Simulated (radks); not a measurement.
The numbers below are computed, except where a source is named.
Q: S, 16 electrons, occupied as [Ne] 3s1.5 3p4.5 (fractional occupations, a model configuration). Code: a radial shooting solver on a logarithmic mesh with Libxc functionals. Model: Dirac Kohn-Sham, PBE, spin-unpolarised, spherical densities, point nucleus; open shells are shared between the two j in proportion to 2j + 1. Some entries of the table are withheld. Estimate them.

orbital  occ.  eigenvalue (eV)  <r> (bohr)  <r^2> (bohr^2)
1s1/2       2        -2406.457     0.09687         0.01263
2s1/2       2        -212.4148      0.4788          0.2729
2p1/2       2              (1)      0.4409             (2)
2p3/2       4              (3)      0.4432             (4)
3s1/2     1.5         -17.6002       1.688           3.314
3p1/2     1.5          -7.3460         (5)             (6)
3p3/2       3          -7.2607         (7)             (8)

A: 
(1) 2p1/2 eigenvalue (eV): -158.0459
(2) 2p1/2 <r^2> (bohr^2): 0.2432
(3) 2p3/2 eigenvalue (eV): -156.7833
(4) 2p3/2 <r^2> (bohr^2): 0.2456
(5) 3p1/2 <r> (bohr): 2.046
(6) 3p1/2 <r^2> (bohr^2): 5.042
(7) 3p3/2 <r> (bohr): 2.056
(8) 3p3/2 <r^2> (bohr^2): 5.090
